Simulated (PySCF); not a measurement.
Lowest empty level (eV) of eight silicon and germanium compounds: PBE beside B3LYP, computed with PySCF for isolated molecules in the bases named; differences from unrounded values. The eight are the first of their class met in an unordered collection, after screening for sound electronic states; none was chosen by its value. Each molecule has one DFT geometry for both levels.

```csv
molecule,basis,B3LYP,PBE,difference
"F₃GeHS, SMILES [Ge]([F])([F])([SH])[F]",def2-TZVP,-2.02,-2.70,-0.69
"CH5FO2Si2, SMILES O=CO[SiH2][SiH2]F",def2-TZVP,-0.98,-1.73,-0.75
"C₄H₆Si, SMILES C#C[SiH2]C=C",def2-TZVP,-0.89,-1.69,-0.80
"C3H5ClGe, SMILES ClC=C=[CH][GeH3]",def2-TZVP,-1.22,-2.00,-0.77
"C4H13NSi, SMILES N([C@H](C)[SiH3])CC",def2-TZVP,0.47,-0.07,-0.54
"CH₁₀ClNSi₃, SMILES C[Si@](N)(Cl)[SiH2][SiH3]",def2-TZVP,-0.32,-0.98,-0.66
"Ge(H)2(Me)(OMe) (C₂H₈GeO), SMILES C[O][GeH2][CH3]",def2-TZVP,0.39,-0.23,-0.62
"C₃H₄ClNSi, SMILES Cl[Si@@H]1C=CN=C1",def2-TZVP,-2.68,-3.45,-0.77
```

PBE lies below B3LYP in 8 and above it in 0 of the eight; the mean signed difference is -0.70 and the largest -0.80 eV.
